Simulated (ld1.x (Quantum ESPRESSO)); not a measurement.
## u(r) = r·R(r): atom against pseudo-atom (S)

Columns: radius, all-electron u(r) and pseudo u(r) of the 3p shell (level -16.76 eV) of sulfur in the configuration [Ne] 3s2 3p3; PBEsol, scalar-relativistic, ultrasoft scheme, ld1.x (Quantum ESPRESSO) 7.5.

| r (bohr) | all-electron | pseudo |
| --- | --- | --- |
| 0.072 | 0.1130 | -0.0055 |
| 0.145 | 0.2643 | -0.0222 |
| 0.217 | 0.3464 | -0.0489 |
| 0.290 | 0.3545 | -0.0854 |
| 0.362 | 0.3056 | -0.1292 |
| 0.435 | 0.2186 | -0.1800 |
| 0.507 | 0.1123 | -0.2346 |
| 0.580 | -0.0039 | -0.2928 |
| 0.652 | -0.1186 | -0.3512 |
| 0.725 | -0.2293 | -0.4099 |
| 0.798 | -0.3312 | -0.4666 |
| 0.870 | -0.4213 | -0.5194 |
| 0.942 | -0.5004 | -0.5683 |
| 1.015 | -0.5693 | -0.6133 |
| 1.088 | -0.6268 | -0.6530 |
| 1.160 | -0.6730 | -0.6870 |
| 1.232 | -0.7093 | -0.7155 |
| 1.305 | -0.7369 | -0.7389 |
| 1.378 | -0.7560 | -0.7563 |
| 1.450 | -0.7675 | -0.7675 |
| 1.522 | -0.7726 | -0.7726 |
| 1.595 | -0.7721 | -0.7721 |
| 1.668 | -0.7665 | -0.7665 |
| 1.740 | -0.7570 | -0.7570 |
| 1.812 | -0.7440 | -0.7440 |
| 1.885 | -0.7279 | -0.7279 |

**Question.** How many radial nodes do the two functions have?

**Answer.** The all-electron 3p function has n − l − 1 = 1; the pseudo-wave has 0, since the states of the same l below it are removed with the core.

**Question.** At about which radius was the pseudo-wave matched?

**Answer.** 1.45 bohr, where the columns begin to agree (steps of 0.07 bohr).

**Question.** Is the pseudo-wave norm-conserving?

**Answer.** No, it belongs to an ultrasoft set: the norm inside the radius is not constrained, and the difference is carried by the augmentation charge.
